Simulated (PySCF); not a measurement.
# A survey of $^{17}$O NMR shifts

[PySCF: NMR shieldings at PBE0/pcSseg-1/GIAO; geometry from GFN2-xTB; no solvent model; one computed conformer; rapidly exchanging positions averaged; relativity neglected]

Shieldings were converted by a linear fit to measured shifts: $^{17}$O: δ = 266.70 − 0.911σ (rms 10.7 ppm, 155 shifts, 12.2 ppm with the 3 outliers that the fit left out vs liquid water, solution or neat liquid). A few per cent of atoms miss by over 2 rms, more outside the fitted compound classes.

(1) Give the $^{17}$O shifts of `C[P@@H](=O)C1=CCCC1`, `CO[C@@H]1[C@@H]([SiH3])[C@H]1C(N)=O`, `CCO[SiH2]/N=C/C(C)=O`, `CCCO[SiH3]`, `C=C[C@@H]1CCC[P@H]1=O`, `CO/C(=C/[SiH3])CC(N)=O`.

(2) Order these by $^{17}$O shift, lowest first.
A. CC[C@H](F)C(F)(F)C(=O)Cl
B. CC=C=PCCCO
C. C=C[C@@H](OC(F)F)C(F)F
D. CCCO[SiH3]
E. CC1=C(C)[P@@H](=O)CC1

Answers

(1) 
| compound | environment | δ (ppm) |
| --- | --- | --- |
| C[P@@H](=O)C1=CCCC1 | P=O oxygen | 29.5 |
| [CH3:1][O:2][C@@H:3]1[C@@H:4]([SiH3:5])[C@H:6]1[C:7]([NH2:8])=[O:9] | O9: amide-type carbonyl oxygen | 312.0 |
| [CH3:1][O:2][C@@H:3]1[C@@H:4]([SiH3:5])[C@H:6]1[C:7]([NH2:8])=[O:9] | O2: ether oxygen | 4.9 |
| [CH3:1][CH2:2][O:3][SiH2:4]/[N:5]=[CH:6]/[C:7]([CH3:8])=[O:9] | O9: ketone oxygen | 602.4 |
| [CH3:1][CH2:2][O:3][SiH2:4]/[N:5]=[CH:6]/[C:7]([CH3:8])=[O:9] | O3: oxygen bonded to C, Si | 2.7 |
| CCCO[SiH3] | oxygen bonded to C, Si | -22.1 |
| C=C[C@@H]1CCC[P@H]1=O | P=O oxygen | 53.2 |
| [CH3:1][O:2]/[C:3](=[CH:4]/[SiH3:5])[CH2:6][C:7]([NH2:8])=[O:9] | O9: amide-type carbonyl oxygen | 352.8 |
| [CH3:1][O:2]/[C:3](=[CH:4]/[SiH3:5])[CH2:6][C:7]([NH2:8])=[O:9] | O2: ether oxygen | 90.6 |

(2) D (-22.1 ppm, oxygen bonded to C, Si), B (13.5 ppm, alcohol oxygen), E (49.5 ppm, P=O oxygen), C (81.0 ppm, ether oxygen), A (513.8 ppm, carbonyl oxygen).

In solution the two oxygens of a carboxylic acid give one averaged line by proton exchange, and hydrogen bonding shields acid and N–H amide carbonyl oxygens by tens of ppm; neither is in these numbers.
